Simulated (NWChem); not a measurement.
CH5GeNOSi; SMILES C1=[N][GeH2][SiH2]O1

```xyz
10

C      1.5184     1.0429     0.0000
N      1.6031    -0.2190     0.0000
Ge    -0.0508    -1.1019     0.0000
Si    -1.1320     1.0147     0.0000
O      0.3966     1.8062     0.0000
H      2.4159     1.6834     0.0000
H     -0.1714    -1.9705     1.2602
H     -0.1714    -1.9705    -1.2602
H     -1.8715     1.4413    -1.2204
H     -1.8715     1.4413     1.2204
```
Atoms are numbered in this order, from 1.

All runs use the structure optimised with PBE0/def2-SVP.

**Question.** Give the principal values of the shielding tensors (ppm) of C1, N2, Ge3, Si4, O5 from PBE0/pcSseg-1, GIAO (NWChem), with their diamagnetic and paramagnetic parts as GIAO splits them.

**Answer.** 
```json
[
 {"atom": "C1", "σ11": "-86.0", "σ22": "72.8", "σ33": "78.0", "isotropic": "21.6", "diamagnetic": "251.9", "paramagnetic": "-230.3"},
 {"atom": "N2", "σ11": "-140.3", "σ22": "-74.0", "σ33": "249.1", "isotropic": "11.6", "diamagnetic": "328.8", "paramagnetic": "-317.2"},
 {"atom": "Ge3", "σ11": "1343.3", "σ22": "1416.4", "σ33": "1643.0", "isotropic": "1467.6", "diamagnetic": "2759.0", "paramagnetic": "-1291.4"},
 {"atom": "Si4", "σ11": "341.8", "σ22": "362.3", "σ33": "440.8", "isotropic": "381.7", "diamagnetic": "879.2", "paramagnetic": "-497.6"},
 {"atom": "O5", "σ11": "16.3", "σ22": "198.7", "σ33": "211.9", "isotropic": "142.3", "diamagnetic": "398.0", "paramagnetic": "-255.6"}
]
```
